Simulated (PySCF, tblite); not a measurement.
C8H8F2O2.
SMILES with atom numbers: `[CH3:1][O:2][c:3]1[cH:4][cH:5][c:6]([O:7][CH:8]([F:9])[F:10])[cH:11][cH:12]1` (hydrogens: H13, H14, H15 on C1; H16 on C4; H17 on C5; H18 on C8; H19 on C11; H20 on C12)

Computed geometry: GFN2-xTB, gas phase.

(1) Give the optimised bond lengths and angles.

Answers

(1) 
```json
{"bond": "C1–O2", "length (Å)": "1.408", "order": "single"}
{"bond": "O2–C3", "length (Å)": "1.358", "order": "single"}
{"bond": "C3–C4", "length (Å)": "1.389", "order": "aromatic"}
{"bond": "C4–C5", "length (Å)": "1.388", "order": "aromatic"}
{"bond": "C5–C6, C6–C11", "length (Å)": "1.387", "order": "aromatic"}
{"bond": "C6–O7", "length (Å)": "1.395", "order": "single"}
{"bond": "O7–C8", "length (Å)": "1.343", "order": "single"}
{"bond": "C8–F9", "length (Å)": "1.362", "order": "single"}
{"bond": "C8–F10", "length (Å)": "1.341", "order": "single"}
{"bond": "C11–C12", "length (Å)": "1.376", "order": "aromatic"}
{"bond": "C3–C12", "length (Å)": "1.398", "order": "aromatic"}
{"bond": "C1–H13, C1–H14, C1–H15", "length (Å)": "1.093", "order": "single"}
{"bond": "C4–H16, C12–H20", "length (Å)": "1.078", "order": "single"}
{"bond": "C5–H17, C11–H19", "length (Å)": "1.078", "order": "single"}
{"bond": "C8–H18", "length (Å)": "1.108", "order": "single"}
```

Bonds in one row agree within 0.01 Å and their mean is given. Orders are formal, as drawn. A selection of angles:
```json
{"angle": "C1–O2–C3", "degrees": "118.7"}
{"angle": "O2–C3–C4", "degrees": "125.1"}
{"angle": "O2–C3–C12", "degrees": "115.9"}
{"angle": "C4–C3–C12", "degrees": "119.0"}
{"angle": "C3–C4–C5", "degrees": "120.4"}
{"angle": "C4–C5–C6", "degrees": "120.0"}
{"angle": "C5–C6–O7", "degrees": "123.6"}
{"angle": "C5–C6–C11", "degrees": "120.1"}
{"angle": "O7–C6–C11", "degrees": "116.3"}
{"angle": "C6–O7–C8", "degrees": "118.2"}
{"angle": "O7–C8–F9", "degrees": "112.3"}
{"angle": "O7–C8–F10", "degrees": "108.3"}
{"angle": "F9–C8–F10", "degrees": "105.6"}
{"angle": "C3–C12–C11", "degrees": "120.7"}
```

Torsions: C1–O2–C3–C4 0° (synperiplanar); C5–C6–O7–C8 -23° (synperiplanar); C6–O7–C8–F9 84° (synclinal). The mirror-image conformer, all signs reversed, is as good.

The C–F distances run from 1.341 Å (C8–F10, drawn single) to 1.362 Å (C8–F9, drawn single), a spread of 0.021 Å. The C–C distances run from 1.376 Å (C11–C12, aromatic) to 1.398 Å (C3–C12, aromatic), a spread of 0.022 Å. The C–O distances run from 1.343 Å (O7–C8, drawn single) to 1.408 Å (C1–O2, drawn single), a spread of 0.065 Å. Of the pairs four or more bonds apart, C1···H16 is among the closest relative to their van der Waals radii: 2.56 Å, 88 % of the sum of Bondi's values. The 6-membered ring C3–C4–C5–C6–C11–C12 has internal angles of 119.0° to 120.7° (sum 720°, against 720° for a flat polygon); it is planar, 0.00 Å rms from its mean plane, widest ring torsion 1°.

Point group: C1 (no symmetry element, even within 0.4 Å). Its GFN2-xTB frequencies are all real (lowest 42 cm⁻¹). One conformer, not necessarily the lowest.
